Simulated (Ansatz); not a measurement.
A CCSD(T) single point on C$_{2}$H$_{7}$BClN, SMILES `CCB(N)Cl`.

```yaml
crystal:
  periodic: [false, false, false]
  atoms:
    - {symbol: C, position_ang: [-1.645908, 0.182586, -0.267950]}
    - {symbol: C, position_ang: [-0.252581, -0.328341, -0.633668]}
    - {symbol: B, position_ang: [0.910510, 0.330279, 0.187466]}
    - {symbol: N, position_ang: [1.852828, -0.394458, 0.905731]}
    - {symbol: Cl, position_ang: [1.066462, 2.109824, 0.213698]}
    - {symbol: H, position_ang: [-2.415661, -0.277927, -0.891359]}
    - {symbol: H, position_ang: [-1.889256, -0.037536, 0.774727]}
    - {symbol: H, position_ang: [-1.711931, 1.264652, -0.397272]}
    - {symbol: H, position_ang: [-0.065305, -0.122495, -1.695327]}
    - {symbol: H, position_ang: [-0.213888, -1.418596, -0.527529]}
    - {symbol: H, position_ang: [2.603567, 0.035743, 1.418000]}
    - {symbol: H, position_ang: [1.838063, -1.398732, 0.947683]}
basis:
  gaussian: {orbitals: def2-SVP}
correlation: {method: ccsd_t}
```

```sh
$ ansatz run in.yaml --threads 4 --pin off --events-out ev --progress --plain --max-ram 10444MiB
```

Output of Ansatz, abridged:

```
Functional definition: HF
1099 factors; integrals over basis functions are off by at most 1.5e-3 eV
mean field evaluation 1: about -16821.3530 eV, gradient 3.5e1 eV
mean field evaluation 2: about -16821.4586 eV, gradient 3.5e1 eV
mean field evaluation 4: about -16824.6234 eV, gradient 3.3e0 eV
mean field evaluation 8: about -16824.6637 eV, gradient 1.4e-4 eV
mean field -16824.66367640 eV, -618.2949859410 hartree, gradient 5.0e-6 eV, S^2 0.000000; 0 other end points of the search recorded, 0 dependent functions left out
9 core orbitals not correlated: weight in the atoms' cores, before any rotation towards them, 1.000 or more for the frozen orbitals, at most 0.000 for the correlated occupied ones
reference -16824.66367640 eV, -618.2949859410 hartree; 15, 15 occupied and 85, 85 virtual orbitals, 1099 factors
second order -18.39204009 eV of doubles, -0.00000000 eV of singles
cycle   1  -19.41097589 eV  change    -1.0e0 eV  update   8.6e-2
cycle   2  -19.85353253 eV  change   -4.4e-1 eV  update   2.5e-2
cycle   3  -19.93533161 eV  change   -8.2e-2 eV  update   1.2e-2
cycle   4  -19.93270658 eV  change    2.6e-3 eV  update   3.4e-3
cycle   5  -19.93243693 eV  change    2.7e-4 eV  update   1.2e-3
cycle   6  -19.93215239 eV  change    2.8e-4 eV  update   3.5e-4
cycle   7  -19.93206499 eV  change    8.7e-5 eV  update   1.1e-4
cycle   8  -19.93207107 eV  change   -6.1e-6 eV  update   3.7e-5
perturbative correction -0.54833935 eV, -0.0201510995 hartree
Total energy: -16845.14408682 eV, -619.0476271418 hartree
```

Run time 1.7 s (4 threads of an AMD EPYC 9R45 on a shared host); peak host memory 0.56 GiB.

Correlation energy per correlated electron: -0.683 eV. T1 diagnostic: 0.0104.
